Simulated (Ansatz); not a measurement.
Born–Oppenheimer molecular dynamics of ClF$_{2}$HOZr (6 atoms, charge 0, multiplicity 1). It starts from a relaxed structure.

Level of theory: RKS PBE0-D4/def2-SVP in Ansatz 0.2.0.

- ensemble: NVT, Langevin thermostat
- time step: 0.5 fs
- steps asked: 166
- set temperature: 1000 K
- friction: 0.02 /fs
- seed: 555152

First frame:

```xyz
6
Properties=species:S:1:pos:R:3
Zr -0.031 -0.095 0.005
F 0.009 -0.009 1.901
Cl 2.152 0.141 -0.858
O -1.141 1.285 -0.656
H -1.701 1.983 -0.998
F -0.752 -1.773 -0.513
```

(1) How far do the bonds stretch over the last three quarters of this one trajectory? (Pairs bonded in most of those frames.)

## Answers

(1) 
```tsv
bond	mean (Å)	spread (Å)	shortest	longest
Zr1–F2	1.910	0.057	1.82	1.99
Zr1–Cl3	2.304	0.045	2.24	2.39
Zr1–O4	1.914	0.025	1.88	1.96
Zr1–F6	1.913	0.034	1.87	1.98
O4–H5	0.961	0.014	0.93	0.99
```

Mean temperature of the second half: 550 K. The mean temperature of the second half is 45 % below the set value. A run of 0.083 ps of so small a system gives no equilibrium averages.

The run took 8.3 min on 2 threads of Intel(R) Xeon(R) Platinum 8259CL CPU @ 2.50GHz (Skylake/Cascade Lake) (shared host), peak memory 0.23 GiB.
